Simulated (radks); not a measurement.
Polarisabilities and homonuclear dispersion coefficients (atomic units). All-electron calculation, scalar-relativistic Kohn-Sham, exchange-only LDA, spin-polarised, spherical densities, finite nucleus; Fermi nuclear charge, rms radius of each element as measured or else 0.836 A^(1/3) + 0.57 fm. Program: a radial shooting solver on a logarithmic mesh with Libxc functionals. Response by self-consistent Sternheimer equations with the Hartree and adiabatic exchange-only LDA kernel, the relativistic mass of each level held fixed and spin-orbit coupling left out. "Uncoupled" leaves out the induced potential. Quadrupole and octupole values are given only where no p, d or f shell is open.

\begin{tabular}{lrrrrrrrr}
species & configuration & alpha1 (bohr^3) & alpha1, uncoupled & alpha2 (bohr^5) & alpha3 (bohr^7) & C6 & C8 & recommended alpha1 \\ \hline
Ar & [Ar] & 12.79 & 19.20 & 69.66 & 846.2 & 76.26 & 2162 & 11.083 +/- 0.007 \\
K+ & [Ar] & 5.918 & 9.175 & 19.32 & 135.3 & 25.70 & 461.9 & - \\
Ca2+ & [Ar] & 3.406 & 5.365 & 7.763 & 37.50 & 11.38 & 147.9 & - \\
Sc3+ & [Ar] & 2.189 & 3.479 & 3.739 & 13.51 & 5.837 & 58.31 & - \\
Ti4+ & [Ar] & 1.508 & 2.409 & 2.013 & 5.708 & 3.291 & 26.26 & - \\
V5+ & [Ar] & 1.090 & 1.746 & 1.171 & 2.693 & 1.986 & 12.99 & - \\
Cr6+ & [Ar] & 0.8166 & 1.309 & 0.7217 & 1.379 & 1.262 & 6.903 & - \\
Mn7+ & [Ar] & 0.6290 & 1.009 & 0.4652 & 0.7523 & 0.8353 & 3.879 & - \\
Fe8+ & [Ar] & 0.4956 & 0.7944 & 0.3110 & 0.4320 & 0.5715 & 2.282 & - \\
\end{tabular}

Recommended values: Schwerdtfeger and Nagle, table of static dipole polarisabilities (2023 update), measured or computed.
